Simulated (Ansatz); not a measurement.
Abridged output of a molecular run in Ansatz:

```
Functional definition: HF
1117 factors; integrals over basis functions are off by at most 7.1e-4 eV
mean field evaluation 1: about -85786.1179 eV, gradient 1.1e1 eV
mean field evaluation 2: about -85786.1232 eV, gradient 1.1e1 eV
mean field evaluation 4: about -85787.6379 eV, gradient 2.2e0 eV
mean field evaluation 8: about -85787.7000 eV, gradient 3.4e-3 eV
mean field -85787.70004514 eV, -3152.6398276671 hartree, gradient 2.9e-6 eV, S^2 0.759583; 0 other end points of the search recorded, 0 dependent functions left out
19 core orbitals not correlated: weight in the atoms' cores, before any rotation towards them, 1.000 or more for the frozen orbitals, at most 0.000 for the correlated occupied ones
reference -85787.70004514 eV, -3152.6398276671 hartree; 15, 14 occupied and 154, 155 virtual orbitals, 1117 factors
second order -13.66903387 eV of doubles, -0.00000000 eV of singles
cycle   1  -14.37155767 eV  change   -7.0e-1 eV  update   8.7e-2
cycle   2  -14.82748796 eV  change   -4.6e-1 eV  update   2.9e-2
cycle   3  -14.87506410 eV  change   -4.8e-2 eV  update   1.4e-2
cycle   4  -14.86506791 eV  change    1.0e-2 eV  update   5.3e-3
cycle   5  -14.86668053 eV  change   -1.6e-3 eV  update   2.4e-3
cycle   6  -14.86622112 eV  change    4.6e-4 eV  update   1.0e-3
cycle   7  -14.86638572 eV  change   -1.6e-4 eV  update   4.1e-4
cycle   8  -14.86667544 eV  change   -2.9e-4 eV  update   1.6e-4
cycle   9  -14.86666002 eV  change    1.5e-5 eV  update   6.8e-5
cycle  10  -14.86661924 eV  change    4.1e-5 eV  update   3.4e-5
cycle  11  -14.86663954 eV  change   -2.0e-5 eV  update   1.8e-5
perturbative correction -0.52952167 eV, -0.0194595623 hartree
Total energy: -85803.09620634 eV, -3153.2056261555 hartree
Checks for a lower state left out: cluster_reference
```

Its atoms:

Cartesian coordinates in Å:
```
Si 0.5869 0.4302 -0.7113
Si -0.2414 -0.7205 1.1433
Br -2.0721 -1.8551 0.5752
H 0.9154 -0.5599 -1.7676
H 1.8208 1.1516 -0.3007
H -0.4046 1.4064 -1.2384
H -0.6049 0.1473 2.2995
```

(1) Which basis set was used?
A. def2-SVPD
B. def2-SVP
C. def2-TZVPP
D. cc-pV(Q+d)Z

(2) Write the keys of the input that set method, charge and spin (a neutral closed shell needs none for the last two).

Answers

(1) C. It gives 188 functions.

(2) 
```yaml
magnetization: {spin_polarized: true, initial_magnetization: 1}
correlation: {method: ccsd_t}
scf: {omitted_lower_state_checks: [cluster_reference]}
```
